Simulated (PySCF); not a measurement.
# Atomic charges by several schemes

C6H13P.
Cartesian coordinates in Å at the GFN2-xTB level; atoms count from 1:
```
atom  x, y, z in Å
C1     2.6602   -0.2494   -0.3601
P2     0.9387   -0.4260   -1.0194
C3     0.2804    1.2484   -0.5446
C4    -1.2442    1.2154   -0.5160
C5    -1.7730    0.2971    0.5833
C6    -1.3450   -1.1545    0.3821
C7     0.1714   -1.3110    0.4261
H8     3.2174    0.4272   -1.0059
H9     2.6624    0.1363    0.6587
H10    3.1466   -1.2232   -0.3805
H11    0.6724    1.5406    0.4347
H12    0.6268    1.9765   -1.2832
H13   -1.6279    2.2268   -0.3537
H14   -1.6149    0.8687   -1.4843
H15   -1.4089    0.6490    1.5525
H16   -2.8643    0.3494    0.5994
H17   -1.7158   -1.5093   -0.5832
H18   -1.7979   -1.7733    1.1620
H19    0.5678   -0.9094    1.3640
H20    0.4425   -2.3686    0.3651
```

Density: PBE0/pcSseg-1 (PySCF); schemes: Mulliken, IAO, Hirshfeld and ESP-fitted. One conformer (not necessarily the lowest) at the GFN2-xTB geometry, without solvent, vibrations or thermal averaging.

Do the Mulliken, IAO, Hirshfeld and ESP-fitted schemes agree on where the charge is highest?

The schemes don't all agree: Mulliken P2 (+0.281); IAO P2 (+0.478); Hirshfeld P2 (+0.142); ESP-fitted H10 (+0.164).

Do the Mulliken, IAO, Hirshfeld and ESP-fitted schemes agree on where the charge is lowest?

All schemes agree: Mulliken C1 (-0.474); IAO C1 (-0.609); Hirshfeld C1 (-0.168); ESP-fitted C1 (-0.420).

At which atom do the 4 schemes differ most?

At P2: from -0.172 (ESP-fitted) to +0.478 e (IAO), 0.650 e apart.

Tabulate the Mulliken, IAO, Hirshfeld and ESP-fitted charges.

In e:

| atom | environment | Mulliken | IAO | Hirshfeld | ESP-fitted |
| --- | --- | --- | --- | --- | --- |
| C1 | sp3 carbon bound to phosphorus | -0.474 | -0.609 | -0.168 | -0.420 |
| P2 | phosphine phosphorus | +0.281 | +0.478 | +0.142 | -0.172 |
| C3 | sp3 carbon bound to phosphorus | -0.413 | -0.438 | -0.117 | -0.136 |
| C4 | ring CH2 carbon | -0.227 | -0.253 | -0.071 | -0.283 |
| C5 | ring CH2 carbon | -0.215 | -0.254 | -0.070 | +0.154 |
| C6 | ring CH2 carbon | -0.226 | -0.253 | -0.071 | -0.253 |
| C7 | sp3 carbon bound to phosphorus | -0.414 | -0.438 | -0.117 | -0.177 |
| H8 | methyl hydrogen | +0.143 | +0.154 | +0.042 | +0.158 |
| H9 | methyl hydrogen | +0.126 | +0.136 | +0.037 | +0.095 |
| H10 | methyl hydrogen | +0.143 | +0.154 | +0.042 | +0.164 |
| H11 | methylene hydrogen | +0.129 | +0.123 | +0.032 | +0.110 |
| H12 | methylene hydrogen | +0.147 | +0.143 | +0.036 | +0.128 |
| H13 | methylene hydrogen | +0.124 | +0.135 | +0.038 | +0.065 |
| H14 | methylene hydrogen | +0.123 | +0.131 | +0.033 | +0.120 |
| H15 | methylene hydrogen | +0.108 | +0.124 | +0.033 | +0.016 |
| H16 | methylene hydrogen | +0.121 | +0.134 | +0.039 | +0.001 |
| H17 | methylene hydrogen | +0.123 | +0.131 | +0.033 | +0.109 |
| H18 | methylene hydrogen | +0.124 | +0.135 | +0.038 | +0.060 |
| H19 | methylene hydrogen | +0.129 | +0.123 | +0.032 | +0.122 |
| H20 | methylene hydrogen | +0.147 | +0.143 | +0.036 | +0.138 |

Mean size of the charges over all atoms: IAO 0.224 e, Mulliken 0.197 e, ESP-fitted 0.144 e, Hirshfeld 0.061 e. Each set sums to the total charge, 0, to within 0.002 e. The IAO scheme projects the occupied orbitals on a minimal set of polarised atomic orbitals and counts the electrons in each atom's part of it. The Mulliken scheme gives each basis function's population to the atom it is centred on and halves the overlap population of two atoms between them.

Sum the charges by element, for elements with more than one atom.

```json
{"element": "C", "atoms": "6", "Mulliken": "-1.969", "IAO": "-2.244", "Hirshfeld": "-0.613", "ESP-fitted": "-1.115"}
{"element": "H", "atoms": "13", "Mulliken": "+1.688", "IAO": "+1.767", "Hirshfeld": "+0.472", "ESP-fitted": "+1.287"}
```

How closely do the schemes follow one another over all atoms?

Correlation coefficient and root-mean-square difference: IAO with Hirshfeld 1.00, 0.193 e; Mulliken with IAO 0.99, 0.056 e; Mulliken with Hirshfeld 0.98, 0.154 e; Mulliken with ESP-fitted 0.70, 0.160 e; IAO with ESP-fitted 0.65, 0.203 e; Hirshfeld with ESP-fitted 0.63, 0.137 e.

How many electrons does the IAO scheme count on C6?

Z − q = 6 − (-0.253) = 6.253.
